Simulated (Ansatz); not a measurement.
Geometry optimisation, Ansatz 0.2.0, DFT PBE, scalar-relativistic, plane waves, PAW.

The input (input.yaml):

```yaml
crystal:
  lattice:
    - [10.86, 0.0, 0.0]
    - [0.0, 10.86, 0.0]
    - [0.0, 0.0, 10.86]
  atoms:
    - { symbol: Si, position: [0.4970155, 0.0005436, -0.0001551] }
    - { symbol: Si, position: [0.6276252, 0.1187906, 0.1231933] }
    - { symbol: Si, position: [0.7493882, 0.2541409, 0.0042642] }
    - { symbol: Si, position: [0.8813003, 0.3798589, 0.1245004] }
    - { symbol: Si, position: [0.7496269, -0.0006714, 0.2513177] }
    - { symbol: Si, position: [0.8777184, 0.1228798, 0.3791325] }
    - { symbol: P, position: [-0.0019247, -0.0018525, -3.5e-06] }
    - { symbol: Si, position: [0.2520855, 0.2495591, 0.0020626] }
    - { symbol: Si, position: [0.3760731, 0.3751899, 0.1266463] }
    - { symbol: Si, position: [0.4990961, 0.5022221, 0.0024906] }
    - { symbol: Si, position: [0.6238705, 0.6219365, 0.1229687] }
    - { symbol: Si, position: [0.7483784, 0.7516431, -0.0016769] }
    - { symbol: Si, position: [0.875952, 0.8803471, 0.1233017] }
    - { symbol: Si, position: [0.2498652, -0.0005461, 0.2462146] }
    - { symbol: Si, position: [0.3744913, 0.1275472, 0.377077] }
    - { symbol: Si, position: [0.4954008, 0.2470467, 0.2483415] }
    - { symbol: Si, position: [0.6247015, 0.3737052, 0.3799144] }
    - { symbol: Si, position: [0.7469966, 0.5033531, 0.2534394] }
    - { symbol: Si, position: [0.8811173, 0.625668, 0.3776022] }
    - { symbol: Si, position: [0.499976, 0.0004711, 0.4960825] }
    - { symbol: Si, position: [0.6206604, 0.1276883, 0.6273905] }
    - { symbol: Si, position: [0.7467367, 0.2493481, 0.500751] }
    - { symbol: Si, position: [0.8756317, 0.3769781, 0.620838] }
    - { symbol: Si, position: [0.7482973, 0.0022324, 0.7501651] }
    - { symbol: Si, position: [0.8783585, 0.1269736, 0.8744963] }
    - { symbol: Si, position: [0.0036976, 0.5008913, 0.0006469] }
    - { symbol: Si, position: [0.1263058, 0.6265643, 0.1274965] }
    - { symbol: Si, position: [0.2442769, 0.747645, 0.0003726] }
    - { symbol: Si, position: [0.3753133, 0.8740608, 0.1232035] }
    - { symbol: Si, position: [0.0014639, 0.2497597, 0.2548966] }
    - { symbol: Si, position: [0.1231086, 0.3718893, 0.3762745] }
    - { symbol: Si, position: [0.250504, 0.4948761, 0.2477973] }
    - { symbol: Si, position: [0.3719509, 0.623632, 0.3730525] }
    - { symbol: Si, position: [0.5033764, 0.7489139, 0.2514268] }
    - { symbol: Si, position: [0.6256026, 0.8732129, 0.3758651] }
    - { symbol: Si, position: [-0.0013353, 0.001204, 0.5017326] }
    - { symbol: Si, position: [0.1276001, 0.1220716, 0.6251114] }
    - { symbol: Si, position: [0.2540247, 0.2497964, 0.5010529] }
    - { symbol: Si, position: [0.3763925, 0.3761645, 0.6253819] }
    - { symbol: Si, position: [0.4957396, 0.4965848, 0.4992706] }
    - { symbol: Si, position: [0.6271161, 0.6217, 0.6294268] }
    - { symbol: Si, position: [0.7470047, 0.7537913, 0.4999091] }
    - { symbol: Si, position: [0.8774313, 0.8752187, 0.6217231] }
    - { symbol: Si, position: [0.247676, 0.0011315, 0.7472201] }
    - { symbol: Si, position: [0.3694505, 0.1243786, 0.8754217] }
    - { symbol: Si, position: [0.4969553, 0.2491286, 0.7491306] }
    - { symbol: Si, position: [0.6190516, 0.3749917, 0.8769218] }
    - { symbol: Si, position: [0.7490799, 0.5041408, 0.7493297] }
    - { symbol: Si, position: [0.8750759, 0.6257113, 0.8757869] }
    - { symbol: Si, position: [0.0016201, 0.7497063, 0.2499827] }
    - { symbol: Si, position: [0.1246526, 0.8729697, 0.3773087] }
    - { symbol: Si, position: [-0.0006406, 0.4985118, 0.4986618] }
    - { symbol: Si, position: [0.1232806, 0.6235104, 0.6219268] }
    - { symbol: Si, position: [0.2501598, 0.7492361, 0.5024699] }
    - { symbol: Si, position: [0.3769787, 0.8773352, 0.6291331] }
    - { symbol: Si, position: [0.0009418, 0.2473622, 0.7508646] }
    - { symbol: Si, position: [0.1265149, 0.3665211, 0.8757045] }
    - { symbol: Si, position: [0.2498872, 0.4955134, 0.7547708] }
    - { symbol: Si, position: [0.3732922, 0.6241098, 0.8714461] }
    - { symbol: Si, position: [0.5024302, 0.753799, 0.7464153] }
    - { symbol: Si, position: [0.6276767, 0.8740831, 0.8752484] }
    - { symbol: Si, position: [0.0013895, 0.7526771, 0.7487881] }
    - { symbol: Si, position: [0.1293551, 0.8721893, 0.8750599] }
total_charge: -1
basis:
  ecutwfc: 420.0
kpoints:
  mp_grid: { grid: [1, 1, 1] }
hamiltonian:
  xc: pbe
  pseudopotentials: { kind: paw, azcp: { folder: soft_1 } }
scf:
  occupations: { method: gaussian, width: 0.02 }
  lower_state_search: "off"
relax:
  f_tol: 0.03
  max_steps: 60
  adjacent_minimum: "off"
```

Command:

```bash
$ ansatz run input.yaml --threads 4 --pin off --max-ram 10240MiB --backend cpu --events-out ev --progress --plain --runs-dir out
```

Q: Where does it end, and by what steps?

A: The forces met the threshold. Limits of this set-up: coarse k mesh, charged cell in a uniform background, uncorrected. After 13 steps the energy has fallen by 1.323 eV; Si30 moved furthest, 0.59 Å.

| step | energy less start (eV) | largest force component (eV/Å) | accepted |
| --- | --- | --- | --- |
| 0 | 0.0000 | 1.263 | yes |
| 1 | -1.0135 | 0.339 | yes |
| 2 | -1.1255 | 0.104 | yes |
| 3 | -1.0954 | 0.246 | no |
| 4 | -1.1393 | 0.125 | yes |
| 5 | -1.1621 | 0.195 | yes |
| 6 | -1.1863 | 0.260 | yes |
| 7 | -1.2315 | 0.255 | yes |
| 8 | -1.2709 | 0.174 | yes |
| 9 | -1.2856 | 0.123 | yes |
| 10 | -1.3079 | 0.132 | yes |
| 11 | -1.3180 | 0.081 | yes |
| 12 | -1.3221 | 0.031 | yes |
| 13 | -1.3227 | 0.023 | yes |

```xyz
63
Lattice="10.8600 0.0000 0.0000 0.0000 10.8600 0.0000 0.0000 0.0000 10.8600" Properties=species:S:1:pos:R:3
Si 5.356 0.032 0.024
Si 6.775 1.360 1.360
Si 8.171 2.680 0.013
Si 9.589 4.028 1.318
Si 8.221 0.031 2.663
Si 9.715 1.430 3.855
P -0.005 -0.035 0.001
Si 2.349 2.711 0.440
Si 4.015 4.072 1.422
Si 5.401 5.392 0.010
Si 6.804 6.722 1.370
Si 8.068 8.135 -0.019
Si 9.491 9.481 1.268
Si 2.715 0.040 2.715
Si 4.084 1.361 4.088
Si 5.430 2.722 2.731
Si 6.817 4.050 4.083
Si 8.208 5.366 2.723
Si 9.520 6.798 4.056
Si 5.438 0.000 5.443
Si 6.798 1.342 6.801
Si 8.225 2.673 5.365
Si 9.509 4.031 6.784
Si 8.140 -0.035 8.143
Si 9.514 1.280 9.519
Si -0.048 5.497 -0.043
Si 1.356 6.782 1.360
Si 2.676 8.166 0.014
Si 4.042 9.498 1.395
Si 0.433 2.716 2.352
Si 1.417 4.074 4.021
Si 2.773 5.521 2.777
Si 4.126 6.871 4.130
Si 5.483 8.162 2.705
Si 6.834 9.540 4.046
Si 0.020 0.033 5.360
Si 1.356 1.360 6.780
Si 2.726 2.722 5.433
Si 4.079 4.049 6.820
Si 5.446 5.420 5.450
Si 6.789 6.785 6.794
Si 8.137 8.143 5.410
Si 9.499 9.523 6.724
Si 2.658 0.031 8.225
Si 3.851 1.430 9.718
Si 5.362 2.672 8.228
Si 6.780 4.032 9.513
Si 8.131 5.396 8.135
Si 9.445 6.838 9.448
Si 0.010 8.167 2.679
Si 1.392 9.501 4.043
Si 0.005 5.393 5.407
Si 1.368 6.722 6.807
Si 2.701 8.163 5.485
Si 4.041 9.540 6.838
Si 0.009 2.680 8.176
Si 1.314 4.026 9.596
Si 2.719 5.365 8.213
Si 4.052 6.797 9.524
Si 5.406 8.143 8.142
Si 6.720 9.524 9.502
Si -0.021 8.135 8.072
Si 1.263 9.481 9.496
```

Time of the run: 66 s on 4 threads of Arm Neoverse V1 (shared host), peak memory 1.1 GiB.
